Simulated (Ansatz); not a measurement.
Ideal-gas functions of `[NH2][Ga][OH]` radical at 500 K and 1 bar, from an Ansatz frequency run at PBE0-D4/def2-TZVP.

Molar mass 102.75 g/mol, point group C1 (symmetry number 1), electronic degeneracy 2, moments of inertia 23.964, 84.263, 107.522 u Å². Harmonic wavenumbers (cm⁻¹, unscaled): 169, 226, 255, 422, 628, 667, 732, 805, 1549, 3545, 3655, 3864.

Use S(trans) = R[1.5 ln M + 2.5 ln T − 1.1517]; rotational temperatures θ = 24.2544 K / I; S(rot) = R[ln(√π/σ · √(T³/θAθBθC)) + 1.5]; for each mode x = 1.438777 ν̃/T, S = R[x/(eˣ − 1) − ln(1 − e⁻ˣ)] and H = RT x/(eˣ − 1); 1 cm⁻¹ = 0.0119627 kJ/mol; R = 8.31446 J/(mol·K).

**Question.** By hand: the entropy, in J/(mol·K).

**Answer.** Translation 177.4. Rotation: θ = 1.0121, 0.2878, 0.2256 K, giving 106.1. Vibration, mode by mode: 14.39, 12.04, 11.07, 7.19, 4.44, 4.06, 3.50, 2.97, 0.53, 0.00, 0.00, 0.00, in all 60.2. Electronic 5.8. Sum 349.5 J/(mol·K).

**Question.** By hand: H − E and G − E in kJ/mol, counted from the electronic energy.

**Answer.** Zero-point energy ½ × 16517 × 0.0119627 = 98.8; thermal vibration 16.5; translation, rotation and pV give 4 RT = 16.6. H − E = 131.9 kJ/mol, and G − E = 131.9 − 500 × 349.5/1000 = -42.8 kJ/mol.

Vibration gives 17 % of the entropy. The sum counts one conformer and one mirror image; others add a mixing term.
